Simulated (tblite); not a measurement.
C6H11F6N2P (ionic-liquid pair), SMILES CC[n+]1cccn1C.F[P@OH9-](F)(F)(F)(F)F at step 4 of a GFN2-xTB optimisation (tblite, gas phase), coordinates in Å:

```
  1 C     2.256   -0.172    1.740
  2 C     1.381   -0.378    0.492
  3 N     0.086    0.388    0.459
  4 C    -0.032    1.663    0.096
  5 C    -1.326    2.044    0.275
  6 C    -1.933    0.989    0.885
  7 N    -1.040    0.018    1.049
  8 C    -1.306   -1.291    1.660
  9 F     0.919   -0.412   -4.041
 10 P    -0.090   -0.335   -2.581
 11 F     0.961    1.021   -2.226
 12 F    -0.923   -1.705   -2.117
 13 F     1.292   -1.228   -2.065
 14 F    -1.440    0.600   -2.056
 15 F    -1.272   -0.364   -4.037
 16 H     1.707   -0.446    2.623
 17 H     3.161   -0.788    1.696
 18 H     2.565    0.862    1.814
 19 H     1.163   -1.447    0.381
 20 H     2.005   -0.121   -0.387
 21 H     0.760    2.210   -0.415
 22 H    -1.772    2.977   -0.009
 23 H    -2.963    0.920    1.227
 24 H    -1.206   -2.128    0.956
 25 H    -0.631   -1.494    2.507
 26 H    -2.323   -1.383    2.075
```

(1) What are the forces on the atoms (eV/Å)?

Results:

(1) 
```
  1 C    -0.34    0.09   -0.38
  2 C    -0.23    0.03   -0.22
  3 N     2.63   -0.51    0.68
  4 C     1.43    0.14   -1.10
  5 C    -0.65    1.31    0.01
  6 C    -1.36   -0.36    0.74
  7 N    -0.94   -1.71    0.43
  8 C     0.19   -0.06    0.10
  9 F    -0.84    0.23    1.29
 10 P     0.23   -0.45   -6.02
 11 F    -1.69   -0.93    0.19
 12 F     0.74    1.15    0.47
 13 F    -1.41    0.30    0.94
 14 F     1.87   -0.54    0.94
 15 F     1.06   -0.03    1.73
 16 H    -0.13   -0.05    0.47
 17 H    -0.41    0.12   -0.22
 18 H     0.02    0.18    0.07
 19 H    -0.21    0.22    0.05
 20 H    -0.65    0.21    0.37
 21 H    -0.32   -0.35    0.43
 22 H     0.04   -0.05    0.07
 23 H     0.49   -0.16   -0.15
 24 H     0.13    0.38   -0.17
 25 H     0.03    0.28   -0.34
 26 H     0.30    0.56   -0.39
```
